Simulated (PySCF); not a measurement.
SMILES [SeH][SiH2][SiH2]c1ccco1 (GFN2-xTB optimised geometry):

```
16

Se    -2.245     1.517     0.097
Si    -2.518    -0.760     0.181
Si    -0.445    -1.786    -0.004
C      0.867    -0.447     0.000
C      2.237    -0.447     0.000
C      2.647     0.904     0.000
C      1.501     1.640     0.000
O      0.434     0.839     0.000
H     -3.651     1.817     0.159
H     -3.459    -1.075    -0.898
H     -3.233    -1.021     1.434
H     -0.308    -2.561    -1.243
H     -0.167    -2.698     1.112
H      2.866    -1.313     0.001
H      3.651     1.276     0.000
H      1.324     2.698     0.000
```

Method: PySCF with B3LYP/def2-TZVP.

Problem. What are the frontier orbital energies and the dipole moment?

Solution. HOMO-2 -8.07 eV, HOMO-1 -6.59 eV, HOMO -6.43 eV, LUMO -0.94 eV, LUMO+1 -0.74 eV; dipole moment 1.32 D.

On the same geometry PBE/def2-TZVP (PySCF) gives HOMO-2 -7.12 eV, HOMO-1 -5.80 eV, HOMO -5.56 eV, LUMO -1.59 eV, LUMO+1 -1.42 eV; dipole moment 1.21 D.

Meta-Löwdin charges at B3LYP/def2-TZVP: Se1 -0.21, Si2 0.31, Si3 0.41, C4 -0.08, C5 -0.16, C6 -0.18, C7 0.05, O8 -0.22, H9 0.04, H10 -0.09, H11 -0.09, H12 -0.09, H13 -0.09, H14 0.13, H15 0.13, H16 0.14.
